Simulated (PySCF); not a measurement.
A run for PySCF: R-HF/3-21G on InCl, a point of a bond scan (R = 2.685 Å).

```python
from pyscf import gto, scf, dft, mp
from pyscf.data.elements import chemcore

mol = gto.M(
    atom='''
    In   -0.00000000   -0.00000000   -0.62874031
    Cl    0.00000000    0.00000000    2.05635065
    ''',
    basis='3-21g',
    charge=0, spin=0, verbose=3, max_memory=1800)
mf = scf.RHF(mol)
mf.conv_tol = 1e-8
mf.max_cycle = 100
mf.kernel()
if not mf.converged:
    mf = mf.newton().run(mf.mo_coeff, mf.mo_occ)
```

It printed:

```
converged SCF energy = -6172.12122376684
```

The calculation finished and met its thresholds.

Cost: very roughly 0.18 core-seconds.
